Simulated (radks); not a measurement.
Results of a calculation; reference values are marked as such.
Fractional charge and spin in the 6s shell of bismuth: the spin-up occupation runs from 0 to 1 and the spin-down occupation from 0 to 1; the fullest corner is Bi2+, [Xe] 4f14 5d10 6p(up 0.5, down 0.5) 6s(up 1, down 1). Level of theory: scalar-relativistic Kohn-Sham, LDA (Slater exchange, Perdew-Wang correlation), spin-polarised, spherical densities, point nucleus (a radial shooting solver on a logarithmic mesh with Libxc functionals). Energy (eV) above the fullest corner. The planes named below are the two flat planes that join the four corners, with an edge along up + down = one added electron.

| down \ up | 0 | 0.5 | 1 |
|---|---|---|---|
| 0 | 83.306 | 58.376 | 36.092 |
| 0.5 | 58.376 | 36.294 | 16.792 |
| 1 | 36.092 | 16.792 | 0.000 |

Corners above the fullest one (they belong to Bi3+ and the next ion): (up 1, down 0) 36.092 eV, (up 0, down 1) 36.092 eV, (up 0, down 0) 83.306 eV. With half an added electron in each spin the energy lies 0.202 eV from the planes, and with half an added electron in spin up alone -1.323 eV. The planes are only a guide here: the flat-plane condition holds for ground states with one frontier orbital, while this shell lies below other occupied shells, so the corners above the fullest one are inner-hole states and not the ground states of those ions.
